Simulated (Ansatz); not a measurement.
System: CHO, net charge 1, singlet state. It need not be the lowest isomer of its formula. 
Geometry from a B3LYP-D3(BJ)/def2-TZVP (Ansatz, an electronic-structure program) optimisation:
```
O
C 1 1.1538
H 1 0.9970 2 180.00
```
Charge +1, spin multiplicity 1.

Basis-set convergence of Hartree-Fock and CCSD(T) correlation energies (hartree) with Ansatz. Valence correlation only, unless marked. Spin-orbit coupling is left out. Non-relativistic.

```
basis    functions       E(HF)  E(corr, CCSD(T))
-------  ---------  ----------  ----------------
cc-pVDZ         33  -112.92638          -0.30296
cc-pVTZ         74  -112.96029          -0.36889
cc-pVQZ        140  -112.96865          -0.39156
cc-pV5Z        237  -112.97053          -0.39936
```

Extrapolating the two largest sets (X = 4 and 5) as X^-3: E(corr) = (125·(-0.39936) - 64·(-0.39156))/61 = -0.4075 Eh, an estimate of the basis-set limit. The largest set recovers 98.0 % of it, the smallest 74.3 %.
